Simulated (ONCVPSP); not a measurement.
## Before and after: ONCV potential for P

P, optimised norm-conserving Vanderbilt (ONCV), made with ONCVPSP 4.0.1 (PBE, scalar-relativistic). Core [Ne], reference 3s2 3p3. Waves: 3s: rc 1.60 bohr, ncon 4, nbas 8, qcut 3.6 1/bohr, 3 projectors, debl 2 Ha; 3p: rc 1.80 bohr, ncon 4, nbas 8, qcut 3.7 1/bohr, 2 projectors, debl 0.8 Ha. Local part: polynomial inside 1.55 bohr (lpopt 5, dvloc0 3 Ha). Core correction: polynomial model core, fcfact 0.45.

Change: s: qcut 5.

Cutoffs: the cutoffs (Ha) at which the residual kinetic energy of the hardest occupied pseudo-wave falls to 1 and 0.1 mHa per electron; they do not see the model core or the augmentation charge, which bear on the density cutoff. Errors are all-electron minus pseudo energies relative to the spin-unpolarised reference configuration.

Question: How do hardness, ghosts and transferability respond?

Answer: The potential gets softer (30 Ha and 64 Ha → 10 Ha and 17 Ha); a bound ghost appears in s, which as a rule spoils a file; of the 4 tests that both files solve, the error grows in 0 and shrinks in 2 by more than 15 % and 0.3 meV (median size 5.9 → 4.4 meV).

| quantity | base | changed |
| --- | --- | --- |
| cutoff, loose | 30 Ha | 10 Ha |
| cutoff, tight | 64 Ha | 17 Ha |
| loose cutoff by channel | s 30 Ha, p 4.3 Ha | s 10 Ha, p 4.3 Ha |
| bound ghosts | none | s |
| GHOST(+) flags under 300 eV | none | none |
| error for 3s2 3p2, meV [ΔE 9.73 eV] | +0.6 | +0.4 |
| error for 3s2 3p1, meV [ΔE 28.88 eV] | +9.1 | +7.7 |
| error for 3s2 3p0, meV [ΔE 58.62 eV] | +41 | +35 |
| error for 3s1 3p4, meV [ΔE 8.53 eV] | -2.7 | +1.2 |
| s: phases at 1.62 bohr within 0.05 rad from the reference energy up to (Ha; the scan ends near 5) | to the end of the scan | to the end of the scan |
| p: phases at 1.83 bohr within 0.05 rad from the reference energy up to (Ha; the scan ends near 5) | 3.5 | 3.5 |
| rms error of d²Exc/dni dnj with the model core, mHa | 0.18 | 0.49 |

 A true bound ghost makes a file unfit for plane-wave use even where its test errors are small: the radial tests pick states by their node count and pass the ghost by.
